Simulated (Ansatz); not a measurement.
```yaml
crystal:
  periodic: [false, false, false]
  atoms:
    - {symbol: B, position_ang: [-0.702424, -0.014547, -0.576446]}
    - {symbol: C, position_ang: [0.010841, 0.533951, 0.627475]}
    - {symbol: As, position_ang: [1.271581, -0.163491, -0.837018]}
    - {symbol: H, position_ang: [-1.739007, -0.452883, -0.947098]}
    - {symbol: H, position_ang: [-0.082096, 0.096021, 1.618138]}
    - {symbol: H, position_ang: [0.267229, 1.590466, 0.663902]}
    - {symbol: H, position_ang: [1.035077, -1.657516, -0.594652]}
basis:
  gaussian: {orbitals: aug-cc-pVTZ}
hamiltonian: {xc: {name: r2SCANh}}
output: {forces: true}
```

```sh
$ ansatz run in.yaml --threads 2 --pin off --events-out ev --progress --plain --max-ram 4352MiB
```

Shortened log:

```
Functional definition: r2SCANh
1118 factors; their error is unknown
mean field evaluation 1: about -62608.1523 eV, gradient 6.4e1 eV
mean field evaluation 2: about -62586.7660 eV, gradient 9.8e1 eV
mean field evaluation 4: about -62618.2454 eV, gradient 7.9e0 eV
mean field evaluation 8: about -62618.4297 eV, gradient 1.7e-1 eV
mean field evaluation 16: about -62618.5250 eV, gradient 9.0e-4 eV
mean field -62618.52502504 eV, -2301.1883503095 hartree, gradient 3.5e-5 eV, S^2 0.000000; 0 other end points of the search recorded, 0 dependent functions left out
reference -62618.52504303 eV, -2301.1883509706 hartree; 24, 24 occupied and 219, 219 virtual orbitals, 1118 factors
Total energy: -62618.52504303 eV, -2301.1883509706 hartree
Atom 0 at    -0.702424    -0.014547    -0.576446 Å, force    -0.050357    -0.030027     0.046067 eV/Å
Atom 1 at     0.010841     0.533951     0.627475 Å, force    -0.061636     0.077154     0.039605 eV/Å
Atom 2 at     1.271581    -0.163491    -0.837018 Å, force     0.032305    -0.096788    -0.017077 eV/Å
Atom 3 at    -1.739007    -0.452883    -0.947098 Å, force     0.073372     0.044532     0.017559 eV/Å
Atom 4 at    -0.082096     0.096021     1.618138 Å, force     0.026297     0.027383    -0.081318 eV/Å
Atom 5 at     0.267229     1.590466     0.663902 Å, force    -0.028580    -0.098976     0.006776 eV/Å
Atom 6 at     1.035077    -1.657516    -0.594652 Å, force     0.008598     0.076723    -0.011612 eV/Å
Dipole moment:    -0.125677     0.049762     0.141828 e Å
```

Run time 4.9 s (2 threads of an Intel Xeon 6975P-C on a shared host); peak host memory 0.67 GiB.
